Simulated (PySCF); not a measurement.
Polarisability and C₆ of Os⁻ (osmium, charge -1)

[Xe] 4f14 5d7 6s2, high-spin 4F determinant. Computed with PySCF 2.14 in aug-cc-pVTZ-PP with one added diffuse shell each of s, p, d, f, g type with ECP60MDF (7s7p6d4f3g, 113 functions), with scalar relativity through the core potential. Coupled (time-dependent) response in atomic units; α is the mean over directions.

```csv
method,mean α (bohr³),C₆ (like pair),S(−4)
UHF,2822,80500,18230000
```

S(−4) is the Cauchy moment in α(ω) = α(0) + S(−4) ω² + …

Spin-orbit coupling is absent.

α(iu) at UHF:

| u (hartree) | α(iu) (bohr³) |
| --- | --- |
| 0 | 2822 |
| 0.0500 | 273.0 |
| 0.100 | 121.6 |
| 0.200 | 53.84 |
| 0.300 | 32.72 |
| 0.500 | 17.43 |
| 0.750 | 10.55 |
| 1.00 | 7.313 |
| 1.50 | 4.242 |
| 2.00 | 2.803 |
| 3.00 | 1.490 |
| 5.00 | 0.6203 |

A single London oscillator, α(iu) = α/(1 + u²/ω²), gives C₆ = (3/4) ω α². Matching the computed C₆ needs ω = 4 × 80500 / (3 × 2822²) = 0.0135 hartree.

For an ion, C₆ is the dispersion term alone; charge-induced terms of lower order in 1/R come first.

Energies and moments cover only the electrons outside the core potential. Spin-orbit coupling, absent here, splits the open shell strongly. ⟨S²⟩ = 4.04 against 3.75 shows spin contamination. The outer electron is barely bound at this level, so radii and moments hang on the diffuse functions.
